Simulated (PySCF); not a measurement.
C4H8Si2. Atoms are numbered in the order given.

```xyz
14

Si     0.0223    -2.3274     0.0000
C      0.1357    -0.4728     0.0000
C      1.3124     0.2200     0.0000
C      1.2576     1.6977     0.0000
C      0.0258     2.2651     0.0000
Si    -1.2048     0.8510     0.0000
H     -0.7189    -2.8194     1.2033
H     -0.7189    -2.8194    -1.2033
H      1.3949    -2.9215     0.0000
H      2.2954    -0.2729     0.0000
H      2.1920     2.2736     0.0000
H     -0.1174     3.3488     0.0000
H     -2.0806     0.8098    -1.2113
H     -2.0806     0.8098     1.2113
```

Coordinates come from a r2SCAN-D4/def2-SVP optimisation. This is a generated structure with no PubChem entry under its InChIKey; it may be hypothetical.

These are B3LYP/def2-TZVP (PySCF) values and carry that method's errors.

The molecule is in vacuum.

- total energy: -736.30437 hartree
- point group: Cs
- highest occupied level: -6.74 eV
- lowest empty level: -2.10 eV
- orbital gap: 4.64 eV
- dipole moment: 1.31 D
- quadrupole, principal values (traceless, Buckingham form, about the centre of nuclear charge): -4.25, 0.63, 3.61 D·Å
- mean static polarisability: 98.6 bohr³ (14.61 Å³)
- polarisability, principal values: 69.8, 105.4, 120.5 bohr³
